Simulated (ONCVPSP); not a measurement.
# Transferability test, ONCV potential for Pt (Z = 78)

```json
{
 "Element": "Pt (Z = 78)",
 "Generator": "ONCVPSP 4.0.1",
 "Type": "optimised norm-conserving Vanderbilt (ONCV)",
 "Functional": "PBEsol",
 "Relativity": "scalar-relativistic",
 "Frozen core": "[Kr] 4d10 4f14",
 "Valence charge": "18",
 "Reference configuration": "5s2 5p6 5d8 (charge +2)",
 "Partial waves": "5s: rc 1.50 bohr, ncon 4, nbas 8, qcut 10.6 1/bohr, 2 projectors, debl 2.3 Ha; 5p: rc 1.55 bohr, ncon 5, nbas 8, qcut 10 1/bohr, 1 projector; 5d: rc 2.00 bohr, ncon 3, nbas 8, qcut 7.8 1/bohr, 2 projectors, debl 0.3 Ha; f scattering state at 0.41 Ha: rc 1.60 bohr, ncon 3, nbas 7, qcut 7.7 1/bohr, 2 projectors, debl 2.2 Ha",
 "Local potential": "polynomial inside 1.25 bohr (lpopt 2, dvloc0 1 Ha)",
 "Core correction": "Teter function, fcfact 6, rcfact 1.2"
}
```

In the s channel the program set the typed energies aside and used -4.514, 0.050 Ha. In the d channel the program set the typed energies aside and used -0.952, 0.250 Ha.

Energies are relative to the spin-unpolarised reference configuration 5s2 5p6 5d8; without spin polarisation the order of configurations can differ from experiment.

Give the all-electron excitation energy and the error of the potential for: 5s2 5p6 5d9 6s1; 5s2 5p6 5d9; 5s2 5p6 5d7; 5s2 5p6 5d8 6s1.

| valence configuration | charge | ΔE all-electron (eV) | error AE − PS (meV) |
| --- | --- | --- | --- |
| 5s2 5p6 5d9 6s1 | 0 | -29.223 | +6.9 |
| 5s2 5p6 5d9 | +1 | -19.997 | +3.2 |
| 5s2 5p6 5d7 | +3 | 32.249 | -4.4 |
| 5s2 5p6 5d8 6s1 | +1 | -18.022 | +6.0 |

Note: no bound ghost flagged; GHOST(+) flagged for f at 87.8 eV.
